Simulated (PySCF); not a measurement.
# Steps of a relaxation of [Lu(NH3)3]3+

[Lu(NH3)3]3+ (singlet in the valence; each metal's 4f electrons, 14 of them, lie in its core potential, out of spins and levels). PySCF 2.14.0, RKS BP86, Lu lcecp-1-SVP with ECP60, N def2-SVP, H def2-SVP; non-relativistic Hamiltonian with scalar-relativistic core potentials where named; density fitting; no spin-orbit coupling. Origin of the start: displaced along the imaginary mode. Columns: position (Å) and force (eV/Å). Energies are counted from the last step; some of the 4 steps are shown. Forces carry noise of the integration grid, about 0.01 to 0.03 eV/Å.

Run from Python with OMP_NUM_THREADS=2. Where DIIS fails, smearing, a level shift and second-order steps follow.
It took 18 s on 2 threads of Arm Neoverse V2 (shared host), from the converged density of the start.

```xyz
13
step 0  E = 0.074 eV
Lu    0.0000    0.0000    0.0000     0.01   -0.03    0.00
N     2.3500    0.0011    0.0106     0.71    0.00    0.00
H     2.8036   -0.6605    0.7200    -0.24    0.52   -0.55
H     2.8093   -0.2849   -0.9139    -0.24    0.22    0.72
H     2.8069    0.9446    0.2274    -0.24   -0.74   -0.17
N    -1.1760    2.0347   -0.0174    -0.01    0.03    0.00
H    -0.9758    2.6845    0.7818    -0.01   -0.01   -0.02
H    -1.0119    2.6491   -0.8521     0.00   -0.01    0.02
H    -2.2215    1.9585    0.0074     0.01    0.00    0.00
N    -1.1741   -2.0358    0.0067    -0.46   -0.74    0.02
H    -1.6270   -2.2972    0.9490     0.37    0.13   -0.92
H    -1.9981   -2.0910   -0.6849     0.74   -0.07    0.67
H    -0.5854   -2.9031   -0.2348    -0.63    0.70    0.23
```

```xyz
13
step 1  E = 0.000 eV
Lu   -0.0006    0.0014   -0.0003     0.00   -0.01    0.00
N     2.3505    0.0019    0.0107     0.05    0.00    0.00
H     2.8066   -0.6433    0.7011    -0.02    0.01    0.00
H     2.8127   -0.2776   -0.8892    -0.02    0.01    0.00
H     2.8095    0.9213    0.2215    -0.02   -0.01    0.00
N    -1.1766    2.0363   -0.0174     0.00   -0.01    0.00
H    -0.9765    2.6857    0.7815     0.00    0.00    0.00
H    -1.0127    2.6505   -0.8516     0.00    0.00    0.00
H    -2.2217    1.9605    0.0075    -0.01    0.00    0.00
N    -1.1746   -2.0357    0.0067    -0.04   -0.05    0.01
H    -1.6223   -2.3049    0.9171     0.02    0.02    0.00
H    -1.9810   -2.1051   -0.6612     0.03    0.02   -0.01
H    -0.6134   -2.8909   -0.2263     0.00    0.03    0.00
```

```xyz
13
step 2  E = 0.000 eV
Lu   -0.0006    0.0010   -0.0002     0.00   -0.01    0.00
N     2.3506    0.0011    0.0102     0.01    0.00    0.00
H     2.8051   -0.6425    0.7025    -0.01    0.00    0.00
H     2.8111   -0.2780   -0.8903    -0.01    0.00    0.00
H     2.8081    0.9205    0.2213    -0.01    0.00    0.00
N    -1.1764    2.0359   -0.0173     0.00    0.00    0.00
H    -0.9762    2.6853    0.7817     0.00    0.00    0.00
H    -1.0123    2.6503   -0.8515     0.00    0.00    0.00
H    -2.2216    1.9603    0.0075     0.00    0.00    0.00
N    -1.1751   -2.0362    0.0073     0.00   -0.01    0.00
H    -1.6211   -2.3035    0.9187     0.00    0.01    0.00
H    -1.9787   -2.1044   -0.6633     0.00    0.01    0.00
H    -0.6130   -2.8897   -0.2267     0.01    0.01    0.00
```

Problem. Where does the relaxation end?

Solution. It converges at step 3 in C1:
```xyz
13
step 3  E = 0
Lu   -0.0005    0.0006   -0.0001
N     2.3505    0.0010    0.0102
H     2.8039   -0.6427    0.7029
H     2.8100   -0.2791   -0.8903
H     2.8070    0.9210    0.2204
N    -1.1762    2.0355   -0.0171
H    -0.9760    2.6848    0.7820
H    -1.0120    2.6500   -0.8512
H    -2.2215    1.9601    0.0076
N    -1.1747   -2.0366    0.0070
H    -1.6211   -2.3022    0.9184
H    -1.9781   -2.1031   -0.6637
H    -0.6113   -2.8893   -0.2260
```

Problem. How did the contacts change?

Solution. 
```tsv
contact	start (Å)	end (Å)
Lu1–N2 (NH3)	2.350	2.351
Lu1–N6 (NH3)	2.350	2.350
Lu1–N10 (NH3)	2.350	2.351
```


No frequency check is given that shows the relaxed geometry to be a minimum, and it was reached by following one of several unstable modes of a saddle point. An lcecp potential fixes the number of 4f electrons, so in runs with it no electron can move into or out of that shell.
